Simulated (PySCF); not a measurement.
H3O4Si, SMILES O[Si](O)([O])O, multiplicity 2. Atoms are numbered in the order given.

```xyz
8

O     -1.1966     0.8296     0.8691
Si    -0.0274     0.0143    -0.0080
O     -0.7851    -1.1167    -0.9287
O      0.8838     0.9177    -1.0370
O      0.9559    -0.5673     1.1878
H     -0.4662    -1.2026    -1.8355
H      1.4485     1.5996    -0.6554
H      0.5370    -1.1039     1.8725
```
Charge 0, spin multiplicity 2.

Coordinates come from a B3LYP-D3(BJ)/def2-SVP optimisation. The isomer is the one that the SMILES or the coordinates give; other isomers of the formula were not compared. The values are those of a single conformer.

The numbers are results of PBE/def2-TZVP (PySCF), not measurements.

ESP charges are fitted to the potential on shells at 1.4 to 2.0 van der Waals radii. Atomic charges (e):

```
atom  ESP fit  Mulliken  Löwdin  Mulliken spin
----  -------  --------  ------  -------------
O1      -0.38     -0.29       ?           0.86
Si2      1.06      0.67       ?          -0.03
O3      -0.66     -0.45       ?           0.04
O4      -0.69     -0.48       ?           0.01
O5      -0.66     -0.43       ?           0.12
H6       0.45      0.33       ?           0.00
H7       0.44      0.33       ?           0.00
H8       0.45      0.33       ?           0.00
```

**Question.** Some entries are withheld; supply them. (The exact figures need the calculation; the answer reports its results.)

**Answer.** 
- O1, Löwdin: -0.01
- Si2, Löwdin: -0.38
- O3, Löwdin: -0.06
- O4, Löwdin: -0.08
- O5, Löwdin: -0.04
- H6, Löwdin: 0.19
- H7, Löwdin: 0.19
- H8, Löwdin: 0.19

Computed Mayer and Wiberg (Löwdin basis) orders of the bonds:
```csv
bond,Mayer,Wiberg
O1–Si2,1.27,1.75
Si2–O3,1.25,1.69
Si2–O4,1.25,1.69
Si2–O5,1.21,1.65
O3–H6,0.87,1.01
O4–H7,0.87,1.01
O5–H8,0.87,1.01
```
